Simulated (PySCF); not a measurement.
AlH7OSi2. Atoms are numbered in the order given.

```xyz
11

Al    -0.3125    -0.2870     0.0001
O     -1.5470    -1.4193     0.0017
H     -2.2473    -2.0621     0.0034
Si    -0.6996     1.8002    -1.2416
H      0.4952     2.7051    -1.2264
H     -1.8491     2.5722    -0.6630
H     -1.0389     1.5310    -2.6782
Si     1.7351    -0.8501     1.2405
H      2.7491     0.2530     1.2020
H      2.3916    -2.0778     0.6802
H      1.4414    -1.1372     2.6837
```
Charge 0, spin multiplicity 1.

Coordinates come from a r2SCAN-D4/def2-SVP optimisation. A frequency run showed that this geometry is not a minimum. The structure was generated by enumeration; whether it is a known compound was not checked. The values are those of a single conformer.

These are PySCF 2.14.0 with C-PCM-PBE0/def2-SVP values and carry that method's errors.

The values are the electrostatic part of the solvation free energy, E(continuum) − E(gas) at the gas-phase geometry, in a cavity of scaled van der Waals radii (PySCF's table); cavitation and dispersion terms are not included. A continuum can't describe solvent molecules that bind to the metal. In vacuum the orbital gap is 5.24 eV. The dipole moment in vacuum is 1.85 D.

Computed values in water (ε = 78.36), benzene (ε = 2.27), acetonitrile (ε = 35.69):
```
solvent           ε  ΔG(elec) (kcal/mol)  dipole (D)  gap (eV)
------------  -----  -------------------  ----------  --------
water         78.36                 -4.9        2.18      5.51
benzene        2.27                 -2.7        2.02      5.38
acetonitrile  35.69                 -4.9        2.18      5.50
```
